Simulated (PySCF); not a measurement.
C₂H₄ClFSi₂. Atoms are numbered in the order given.

```xyz
10

C      3.1086    -0.0066    -0.5259
C      2.1958    -0.3210     0.2151
Si     0.7673    -0.7658     1.2682
Si    -1.1817    -0.2495     0.0691
F     -1.2630    -1.1957    -1.2522
Cl    -1.0413     1.7216    -0.5502
H      3.9180     0.2700    -1.1772
H      0.7806     0.0368     2.5239
H      0.8041    -2.2160     1.6090
H     -2.4585    -0.4161     0.8099
```
Charge 0, spin multiplicity 1.

Geometry optimised at B3LYP-D3(BJ)/def2-SVP. The structure was generated by enumeration; whether it is a known compound was not checked. The values are those of a single conformer.

Computed with B3LYP/pcSseg-1 (PySCF).

GIAO shieldings, no solvent; atoms listed in one row are averaged. δ = σ(ref) − σ: ¹³C against TMS (σ = 181.3 ppm); ²⁹Si against TMS (σ = 338.7 ppm); ¹⁹F against CFCl3 (σ = 161.7 ppm); ³⁵Cl against HCl (σ = 933.3 ppm); ¹H against TMS (σ = 31.68 ppm), references at their B3LYP-D3(BJ)/def2-TZVP geometries, non-relativistic (without spin–orbit terms, shifts of atoms bonded to Cl or Br come out too high).

Computed chemical shifts:
```
nucleus  atoms  count  δ (ppm)
-------  -----  -----  -------
¹³C         C1      1    108.5
¹³C         C2      1     77.8
²⁹Si       Si4      1     25.8
²⁹Si       Si3      1    -96.2
¹⁹F         F5      1   -176.5
³⁵Cl       Cl6      1     69.0
¹H         H10      1     6.10
¹H          H9      1     4.41
¹H          H8      1     4.24
¹H          H7      1     2.65
```
